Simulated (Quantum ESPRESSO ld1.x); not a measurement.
C V, 2 electrons, occupied as 1s1.75 2s0.25 (fractional occupations, a model configuration). Calculated with ld1.x of Quantum ESPRESSO 7.5: non-relativistic Kohn-Sham, LDA (Slater exchange, Perdew-Wang correlation), spin-polarised, spherical densities, point nucleus; open shells are filled with parallel spins first.

Normalised radial functions P(r) = r R(r), r in bohr:

```
   r/bohr * 1s down, o 2s up, + 2s down (the largest magnitude, 1.73, reaches the edge; | marks zero, & curves that meet)
  0.02017                             | &     *
  0.02711                             |  &      *
  0.03645                             |   &        *
  0.04901                             |    &          *
  0.06589                             |     &            *
  0.08788                             |      &               *
   0.1182                             |      &                 *
   0.1589                             |      &                   *
   0.2136                             |     &                    *
   0.2871                             |  &                   *
   0.3861                            &|                 *
   0.5149                      o+     |           *
   0.6923                 &           |     *
   0.9308              &              | *
    1.251               &             |*
    1.682                   &         *
    2.244                        &    *
    3.017                            &*
    4.056                             &
```

1s down: eigenvalue -365.61 eV, 0 radial nodes, <r> = 0.267 bohr, 90 % of the charge inside 0.477 bohr. 2s up: eigenvalue -74.856 eV, 1 radial node at r = 0.361 bohr, <r> = 1.19 bohr, 90 % of the charge inside 1.82 bohr. 2s down (empty): eigenvalue -71.952 eV, 1 radial node at r = 0.363 bohr, <r> = 1.20 bohr, 90 % of the charge inside 1.84 bohr.
